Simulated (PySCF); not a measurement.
## Simulated absorption spectrum

Compound: C6H5F3O.
SMILES: `C(=O)(C(F)(F)F)CC#CC`

Method used: PySCF, TDDFT CAM-B3LYP/def2-SVPD, vertical, gas phase, core orbitals frozen in the response. The structure is a single PBE0-D3(BJ)/def2-SVP conformer in the gas phase; no vibrational or solvent corrections. Torsions of this conformer, `[CH3:1][C:2]#[C:3][CH2:4][C:5](=[O:6])[C:7]([F:8])([F:9])[F:10]`: C3–C4–C5–O6 133°, C4–C5–C7–F8 -159°.

Computed states:

| state | E (eV) | f |
| --- | --- | --- |
| S1 | 4.23 | 0.0011 |
| S2 | 5.62 | 0.0051 |
| S3 | 5.95 | 0.017 |
| S4 | 6.57 | 0.0001 |
| S5 | 6.81 | 0.0026 |
| S6 | 6.82 | 0.0010 |

Each state is given a Gaussian of 0.5 eV full width at half maximum, with ε(max) = 2.175×10⁸ f / Δν̃ (Δν̃ the width in cm⁻¹). The width is an assumption, not a result. The curve ends short of the highest state used, and states not computed would add to its high-energy end.

(1) Give the broadened spectrum and its maxima.

(2) Coming from long wavelengths, where does ε first pass 100 L mol⁻¹ cm⁻¹?

(3) On this curve, what absorbance would a 10⁻⁴ mol/L sample give at 266 nm over a 1 cm path?

Results:

(1) 
(λ (nm), ε (L mol⁻¹ cm⁻¹)): (199.3, 418), (203.8, 789), (208.3, 1020), (212.8, 972), (217.3, 747), (221.8, 501), (226.3, 303), (230.8, 162), (235.3, 76), (239.8, 30), (244.3, 10), (248.8, 3), (253.3, 1), (257.8, 2), (262.3, 4), (266.8, 9), (271.3, 17), (275.8, 28), (280.3, 40), (284.8, 52), (289.3, 60), (293.8, 62), (298.3, 59), (302.8, 51), (307.3, 41), (311.8, 31), (316.3, 22), (320.8, 15), (325.3, 9), (329.8, 6), (334.3, 3), (338.8, 2), (343.3, 1), (347.8, 0), (352.3, 0), (356.8, 0)

Maxima: 293 nm (4.22 eV), ε about 62, made up of S1 (100%); 210 nm (5.91 eV), ε about 1000, made up of S2 (10%) and S3 (90%) (ε in L mol⁻¹ cm⁻¹; maxima over ε = 5, shares over 10%).

(2) At about 234 nm (5.31 eV), 1.08 eV above S1.

(3) 266 nm is 4.661 eV, where ε is about 7.6 L mol⁻¹ cm⁻¹, so A = ε c l ≈ 0.00076 (Beer–Lambert, with the gas-phase spectrum and the assumed width).
